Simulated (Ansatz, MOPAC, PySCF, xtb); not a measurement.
Donor–acceptor adduct: BH3 (SMILES B) (first 4 atoms) with C2H3N (SMILES CC#N); geometry from B3LYP-D3(BJ)/def2-TZVP, rigid monomers moved along the line of their centres of mass till B1···N7 is 1.78 Å.
(charge 0, multiplicity 1):
| atom | x (Å) | y (Å) | z (Å) |
|---|---|---|---|
| B | -0.3691 | 0.1866 | 0.0685 |
| H | 0.4923 | -0.2741 | -0.6417 |
| H | -1.4655 | -0.2625 | -0.1656 |
| H | -0.3515 | 1.3934 | 0.1116 |
| C | 0.6081 | -1.1480 | 4.1184 |
| C | 0.2845 | -0.7063 | 2.7775 |
| N | 0.0292 | -0.3576 | 1.7195 |
| H | 1.4935 | -1.7844 | 4.0966 |
| H | 0.8060 | -0.2858 | 4.7562 |
| H | -0.2259 | -1.7139 | 4.5348 |

Counterpoise-corrected where a basis set is named; no monomer relaxation.

The state that AM1 reach isn't checked.

The values were computed with Ansatz (a program for electronic structure) with Gaussian orbitals; MOPAC for AM1 (differences of heats of formation); PySCF for the dispersion terms; xtb for the GFN methods. Each number belongs to the level named beside it.

Problem. One of these levels gives -1620.9 meV for the interaction energy. Name it.
(A) B3LYP-D4/def2-TZVPPD
(B) GFN2-xTB
(C) PBE-D3(BJ)/def2-TZVPPD
(D) AM1

Solution. C, PBE-D3(BJ)/def2-TZVPPD. The others give -1124.7 (AM1), -955.6 (GFN2-xTB), -1422.6 (B3LYP-D4/def2-TZVPPD)
